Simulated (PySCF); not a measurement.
# Radial density of Sb²⁺ (antimony, charge +2)

PBE, [Kr] 4d10 5s2 5p1, 2P determinant. All numbers are calculated (PySCF 2.14, scalar relativity by spin-free X2C-1e, in x2c-SVPall (6s5p3d, 36 functions)).

| r (bohr) | 4πr²ρ (e/bohr) | 4πr²(ρα − ρβ) |
| --- | --- | --- |
| 0.0223 | 65.65 | 0.0041 |
| 0.0374 | 56.50 | 0.0129 |
| 0.0630 | 73.14 | 0.0211 |
| 0.106 | 79.80 | 0.0025 |
| 0.178 | 59.06 | 0.0193 |
| 0.300 | 65.42 | 0.0266 |
| 0.504 | 22.45 | 0.0513 |
| 0.848 | 23.79 | 0.0382 |
| 1.43 | 6.891 | 0.2020 |
| 2.40 | 1.729 | 0.4844 |
| 4.04 | 0.1502 | 0.0992 |
| 6.79 | 0.001122 | 0.0011 |

Densities and radii are taken from the X2C orbitals without a picture-change correction, which distorts them close to the nucleus.
